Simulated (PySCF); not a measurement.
Species: C2H6BNO3.
Numbering: `[CH3:1][C:2](=[O:3])[NH:4][B:5]([OH:6])[OH:7]` (hydrogens: H8, H9, H10 on C1; H11 on N4; H12 on O6; H13 on O7)

Computed by this run: PySCF, PBE0-D3(BJ)/def2-SVP geometry optimisation, gas phase; density fitting, grid level 1; the optimiser is geomeTRIC in internal coordinates, started from a GFN2-xTB structure with every atom displaced at random (about 0.01 Å).

Step 0: E = -10464.7777 eV
```
atom  x, y, z in Å  |  force x, y, z in eV/Å
C1      1.8790   -0.0508   -1.1588   -0.541   2.131   0.656
C2      0.6914    0.4829   -0.3364    1.552   0.522  -0.741
O3      0.5460    1.6583   -0.0383    0.184   0.152  -0.123
N4     -0.1689   -0.4607    0.0280   -2.456  -0.822   1.244
B5     -1.4077   -0.2087    0.8211    1.084   0.588  -0.355
O6     -2.1749   -1.2782    1.1021    0.387  -0.714  -0.411
O7     -1.6983    1.0307    1.2505   -1.176  -0.616   0.530
H8      2.5665    0.7939   -1.3545   -0.144  -0.335   0.046
H9      2.3747   -0.8196   -0.6004    0.512  -0.797   0.356
H10     1.4950   -0.4216   -2.0910   -0.179  -0.487  -0.809
H11    -0.0219   -1.4159   -0.2392    0.320  -0.380  -0.263
H12    -2.9399   -1.0754    1.6268   -0.516   0.267   0.365
H13    -1.0766    1.6946    0.9676    0.972   0.492  -0.496
```

Step 1: E = -10464.8861 eV
```
atom  x, y, z in Å  |  force x, y, z in eV/Å
C1      1.8576   -0.0062   -1.1336    0.084  -0.158   0.004
C2      0.6541    0.4796   -0.3772   -0.413  -0.241  -0.207
O3      0.5372    1.6397   -0.0163    0.120   0.125   0.028
N4     -0.3075   -0.4652   -0.1018    0.896   0.300   0.110
B5     -1.3884   -0.2107    0.8270   -0.843  -0.074   0.051
O6     -2.1416   -1.2994    1.1662   -0.216   0.166   0.013
O7     -1.6649    1.0329    1.2694    0.217  -0.053   0.094
H8      2.5146    0.8407   -1.3582    0.024  -0.001   0.034
H9      2.3804   -0.7240   -0.4783    0.132   0.031  -0.160
H10     1.5958   -0.5298   -2.0720   -0.064   0.088   0.211
H11    -0.0916   -1.4197   -0.3557   -0.078  -0.076  -0.086
H12    -2.9387   -1.0348    1.6466    0.294  -0.059  -0.012
H13    -0.9423    1.6264    0.9616   -0.156  -0.048  -0.080
```

Q: Estimate the geometry and energy of step 2. (The exact step hangs on the optimiser's Hessian estimate; all steps are aligned on step 1, rigid shifts and turns removed.)

A: E = -10464.8378 eV, largest force 0.698 eV/Å
```
atom  x, y, z in Å  |  force x, y, z in eV/Å
C1      1.8819   -0.0412   -1.1536   -0.034  -0.258   0.037
C2      0.7256    0.5146   -0.3646   -0.174   0.604   0.207
O3      0.7070    1.6916   -0.0371   -0.484  -0.220   0.172
N4     -0.2725   -0.3691   -0.0362    0.264  -0.573  -0.017
B5     -1.4438   -0.2022    0.8272    0.239   0.018  -0.056
O6     -2.1490   -1.3298    1.1308    0.105   0.159  -0.226
O7     -1.7855    1.0081    1.3094    0.409   0.508  -0.248
H8      2.5619    0.7732   -1.4257   -0.040   0.019   0.027
H9      2.4240   -0.7761   -0.5366    0.037  -0.003  -0.045
H10     1.5363   -0.5581   -2.0615   -0.005  -0.007  -0.010
H11    -0.0735   -1.3216   -0.3166   -0.123  -0.110  -0.059
H12    -2.9291   -1.1143    1.6525    0.036  -0.009   0.041
H13    -1.1186    1.6544    0.9894   -0.230  -0.127   0.178
```

The energy changes by +0.0483 eV. The first-order estimate −F·Δx gives -0.1170 eV and the mean of the old and new forces, exact on a quadratic surface, +0.0315 eV. The step makes an angle of 79° with the force vector and moves no atom by more than 0.181 Å. The energy falls at the start of this step and ends higher, so the step passed the lowest point of its straight line.

What follows is the cost of the whole optimisation. Time: 91 s of wall time; peak memory 0.49 GiB. Hardware: an Arm Neoverse V2 with one thread, no GPU, shared host with 32 logical CPUs at a one-minute load of 26.
